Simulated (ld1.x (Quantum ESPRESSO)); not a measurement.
# Before and after: TM potential for tin (Sn)

| Quantity | Value |
| --- | --- |
| Element | tin |
| Generator | ld1.x (Quantum ESPRESSO) 7.5 |
| Type | norm-conserving Troullier–Martins (Kleinman–Bylander form) |
| Functional | Wu–Cohen |
| Relativity | scalar-relativistic |
| Frozen core | [Kr] 4d10 |
| Valence charge | 4 |
| Reference configuration | 5s2 5p2 |
| Partial waves | 5p (bound): rc 2.50 bohr; 5s (bound): rc 2.05 bohr |
| Local potential | the s channel |
| Core correction | none |

Change: reference 5s2 5p1.

Cutoffs: the cutoffs (Ry, on a coarse ladder) from which the occupation-weighted sum of valence levels, in a spherical-Bessel basis at the reference potential, stays within 10 and 1 mRy of its value at 400 Ry; they do not see the model core or the augmentation charge, which bear on the density cutoff. Errors are all-electron minus pseudo energies relative to the spin-unpolarised reference configuration.

Problem. What does the change do?

Solution. The potential gets neither clearly harder nor softer (21 Ry and 30 Ry → 21 Ry and 30 Ry); a bound ghost appears in d, which as a rule spoils a file.

| quantity | base | changed |
| --- | --- | --- |
| cutoff, loose | 21 Ry | 21 Ry |
| cutoff, tight | 30 Ry | 30 Ry |
| bound ghosts | none | d |
| largest error over its own tests, meV | +46 | +47 |
| s: phases at 2.70 bohr within 0.05 rad from the reference energy up to (Ry; the scan ends near 5) | 2.4 | 1.8 |
| p: phases at 2.70 bohr within 0.05 rad from the reference energy up to (Ry; the scan ends near 5) | 3.4 | 2.8 |

 A true bound ghost makes a file unfit for plane-wave use even where its test errors are small: the radial tests pick states by their node count and pass the ghost by.
